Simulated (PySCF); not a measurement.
**Correlation energy of B+ (boron, charge +1)**

[He] 2s2, closed-shell 1S. Computed with PySCF 2.14 in x2c-SVPall, with the spin-free X2C one-electron Hamiltonian (Gaussian nucleus). Frozen: 1s2; 2 electrons correlated.

Total MP2 correlation energy: -32.86 mhartree.

Same-spin part 0.00 and opposite-spin part -32.86 mhartree; SCS-MP2 scales them by 1/3 and 6/5 to -39.43 mhartree.

With two correlated electrons CCSD is exact within the correlated space (frozen core and kept virtual orbitals).

| level | correlation energy (mhartree) |
| --- | --- |
| CCSD | -59.28 |

Diagnostics: T1 = 0.013, D1 = 0.0184, largest double amplitude 0.159.

Question: Is a single reference adequate?

Answer: Not fully. A double-excitation amplitude exceeds 0.15, a sign of near-degeneracy.
